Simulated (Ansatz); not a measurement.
# One arrangement of a pair

The pair of H2S (SMILES S, atoms 1–3) and H2 (SMILES [H][H], atoms 4–5), both closed shells, in one local arrangement (a lower one may exist), relaxed at PBE0-D4/def2-TZVP:

```tsv
atom	x (Å)	y (Å)	z (Å)
S1	-0.4001	0.4171	-1.4102
H2	-0.7682	-0.8653	-1.2704
H3	0.9009	0.0944	-1.4638
H4	0.0506	0.2518	1.7155
H5	0.2169	0.1019	2.4289
```

Computed with Ansatz 0.2.0 (basis: def2-TZVPPD, with def2-QZVPPD for the basis limit); correlated methods freeze the cores. B3LYP uses VWN-RPA correlation. Extrapolation: Hartree–Fock as exp(−7.88 √X), correlation as X^−2.97. Interaction energies count from these two fragments, frozen as in the pair, with the counterpoise correction; negative means bound.

**Question.** What is the interaction energy by CCSD(T) at an estimated basis limit (MP2 extrapolated from triple and quadruple zeta, plus CCSD(T) − MP2 in triple zeta)? (To be estimated.)

**Answer.** Computed: -1.3 kJ/mol. Hartree–Fock alone gives 1.2 kJ/mol at the basis limit, so without correlation the pair would not bind at this distance. It counts from the two fragments frozen as in the pair.

The same quantity by other methods in triple zeta, and each one's difference from that estimate:
| method | E_int (kJ/mol) | difference |
| --- | --- | --- |
| PBE-D4 | -2.7 | -1.4 |
| revPBE-D4 | -1.6 | -0.3 |
| BLYP-D4 | -1.0 | 0.4 |
| r2SCAN-D4 | -0.8 | 0.6 |
| B97M-V | -2.0 | -0.6 |
| PBE0-D4 | -2.2 | -0.9 |
| B3LYP-D4 | -1.3 | 0.0 |
| HSE06-D4 | -2.3 | -1.0 |
| wB97X-V | -1.5 | -0.2 |
| wB97M-V | -1.3 | 0.0 |
| B2PLYP | -0.3 | 1.1 |
| HF | 1.2 | 2.6 |
| MP2 | -1.0 | 0.4 |
| CCSD | -0.6 | 0.7 |
| CCSD(T) | -0.9 | 0.4 |
Differences are method less estimate.

**Question.** Which atoms make the shortest contact between the fragments?

**Answer.** S1 and H4, 3.16 Å apart.

Basis-set superposition shift (counterpoise-corrected less uncorrected): CCSD(T) 0.6; MP2 0.5; HF 0.2; PBE0-D4 0.1; wB97M-V 0.2 kJ/mol.

T1 diagnostic: at most 0.011.

For scale, one of the runs: CCSD(T)/def2-TZVPPD, 119 basis functions, launched by `ansatz run in.yaml --threads 2 --pin off --events-out ev --progress --plain --max-ram 5222MiB`. The run took about 2.3 s on 2 CPU threads of an Arm Neoverse V1 (shared host).
